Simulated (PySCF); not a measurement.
A geometry optimisation on `F[C@@H]1CCC(=S)[Se]1`.

Computed with PBE/6-31G* geometry optimisation, gas phase (PySCF 2.14.0). Start geometry: GFN2-xTB. The input is one job of a driver script: a line of settings, then coordinates in Å.

Input:
```
{"job": {"xc": "PBE", "basis": "6-31G*", "grid": 1, "kind": "geom"}, "charge": 0, "multiplicity": 1}
F     -1.767678     0.734613    -1.141587
C     -1.313384    -0.355095    -0.454360
C     -0.559666     0.066597     0.794310
C      0.813683     0.566004     0.359608
C      1.385881    -0.386885    -0.646927
S      2.968884    -0.586746    -0.920485
Se     0.012456    -1.304324    -1.591791
H     -2.179305    -0.996741    -0.265432
H     -0.455105    -0.800416     1.449391
H     -1.120570     0.842333     1.317172
H      0.716248     1.543806    -0.125419
H      1.499755     0.676169     1.199494
```

Output:
```
step   0  E = -3053.86052737  max force = 0.019097
step   1  E = -3053.86301976  max force = 0.002163
step   2  E = -3053.86307056  max force = 0.000511
step   3  E = -3053.86307866  max force = 0.000374
optimisation converged
```

Energies in Eh; «max force» is the largest Cartesian gradient component in Eh/bohr.

Problem. How much energy does the optimisation release, in kJ/mol?

Solution. E(step 0) − E(last step) = 0.002551 Eh, which is 6.7 kJ/mol.

Main results: final energy -3053.86308 Eh after 3 steps; dipole 3.65 D.

Problem. Where do the atoms end?

Solution. 0.031 Å rms from the input after alignment:
```
atom  x, y, z in Å
F1    -1.8799    0.7031   -1.2058
C2    -1.4285   -0.4200   -0.5267
C3    -0.6469   -0.0116    0.7192
C4     0.7438    0.4668    0.2864
C5     1.3301   -0.5004   -0.7305
S6     2.9201   -0.7374   -1.0490
Se7   -0.1035   -1.4068   -1.6413
H8    -2.2913   -1.0773   -0.3274
H9    -0.5568   -0.8886    1.3838
H10   -1.2075    0.7711    1.2600
H11    0.6595    1.4524   -0.2119
H12    1.4412    0.5877    1.1308
```

Time: 49 s; peak memory 0.60 GiB. Hardware: Arm Neoverse V2, one thread, shared host with 96 logical CPUs at a one-minute load of 74.
Labels such as C1 count atoms from 1, the log's own numbers from 0.
